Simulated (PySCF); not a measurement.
Working out the ionisation energy of Ti²⁺

Ti²⁺ [Ar] 3d2 (3F) → Ti³⁺ [Ar] 3d1 (2D). Computed with PySCF 2.14 in x2c-TZVPPall, with scalar relativity by spin-free X2C-1e. Frozen: [Ne]. Energies in hartree (1 hartree = 27.21139 eV):

```json
{"part": "UHF", "Ti²⁺ (lower)": "-852.059305", "Ti³⁺ (upper)": "-851.082206"}
{"part": "CCSD correlation", "Ti²⁺ (lower)": "-0.253268", "Ti³⁺ (upper)": "-0.235164"}
{"part": "(T)", "Ti²⁺ (lower)": "-0.004658", "Ti³⁺ (upper)": "-0.004215"}
```

Task: What does Hartree-Fock give?

Result: (-851.082206) − (-852.059305) = 0.977099 hartree = 26.588 eV.

Task: What do CCSD and CCSD(T) give?

Result: The CCSD correlation energies differ by 0.018104 hartree = 0.493 eV and the triples by 0.000443 hartree = 0.012 eV, so CCSD gives 27.081 eV and CCSD(T) 27.093 eV.

A first-order spin-orbit estimate adds 0.003 eV to CCSD(T) (valence and next inner shell), giving 27.096 eV against 27.492 eV (measured; NIST Atomic Spectra Database, ionization energies).

What remains against the reference includes basis incompleteness, the frozen core and higher excitations.
